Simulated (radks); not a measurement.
Problem. All-electron atom: Sn2+ in [Kr] 4d10 5s2. All-electron calculation, scalar-relativistic Kohn-Sham, PBEsol, spin-polarised, spherical densities, finite nucleus; Fermi nuclear charge, rms radius 4.6519 fm. Program: a radial shooting solver on a logarithmic mesh with Libxc functionals. Some entries of the table are withheld. Estimate them.

| orbital | occ. | eigenvalue (eV) | r(max) (bohr) | <r> (bohr) |
|---|---|---|---|---|
| 1s | 2 | -29014.86 | 0.01878 | (1) |
| 2s | 2 | -4395.430 | 0.1061 | 0.1256 |
| 2p | 6 | -3948.465 | 0.08496 | 0.1096 |
| 3s | 2 | -862.1075 | 0.3077 | 0.3396 |
| 3p | 6 | -716.0376 | 0.3011 | (2) |
| 3d | 10 | -490.9409 | 0.2510 | 0.3147 |
| 4s | 2 | -151.2363 | 0.7453 | 0.8185 |
| 4p | 6 | (3) | (4) | (5) |
| 4d | 10 | -43.2049 | 0.8866 | 1.092 |
| 5s | 2 | -26.1598 | (6) | 2.208 |

Solution. 
(1) 1s <r> (bohr): 0.02907
(2) 3p <r> (bohr): 0.3379
(3) 4p eigenvalue (eV): -107.0611
(4) 4p r(max) (bohr): 0.7881
(5) 4p <r> (bohr): 0.8857
(6) 5s r(max) (bohr): 1.941
